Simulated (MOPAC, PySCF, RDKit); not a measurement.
Relaxed torsion scan: SMILES C=Cc1ccccc1[Si](C)(C)C, singlet. Scanned: dihedral C1–C2–C3–C4; all other coordinates were relaxed at GFN2-xTB. Points at φ and −φ are mirror images. Heavy atoms are numbered in the order of the SMILES C=Cc1ccccc1[Si](C)(C)C, hydrogens after them in the order of the atoms that carry them; the mirror image has the same energies with the sign of each dihedral reversed. Each profile is relative to its own lowest point.

| φ / ° | A | B | C |
|---|---|---|---|
| -160 | 50.3 | 18.5 | 21.9 |
| -140 | 24.7 | 16.5 | 12.7 |
| -120 | 12.1 | 14.4 | 5.7 |
| -100 | 9.3 | 13.0 | 1.2 |
| -80 | 7.9 | 11.1 | 0.0 |
| -60 | 2.2 | 6.1 | 0.5 |
| -40 | 0.0 | 1.0 | 2.1 |
| -20 | 5.4 | 0.0 | 5.6 |
| 0 | 13.3 | 1.8 | 8.2 |
| 20 | 5.4 | 0.0 | 5.6 |
| 40 | 0.0 | 1.0 | 2.1 |
| 60 | 2.2 | 6.1 | 0.5 |
| 80 | 7.9 | 11.1 | 0.0 |
| 100 | 9.3 | 13.0 | 1.2 |
| 120 | 12.1 | 14.4 | 5.7 |
| 140 | 24.7 | 16.5 | 12.7 |
| 160 | 50.3 | 18.5 | 21.9 |
| 180 | 67.3 | 19.3 | 27.7 |

Energies in kJ/mol.

### Question
Match the curves with the methods PM6, restricted, heats of formation // GFN2-xTB (MOPAC); restricted B3LYP/6-31G*, spherical d, density fitting // GFN2-xTB run with PySCF; UFF // GFN2-xTB (RDKit).

### Answer
A is UFF; B is RKS-B3LYP/6-31G*; C is PM6.
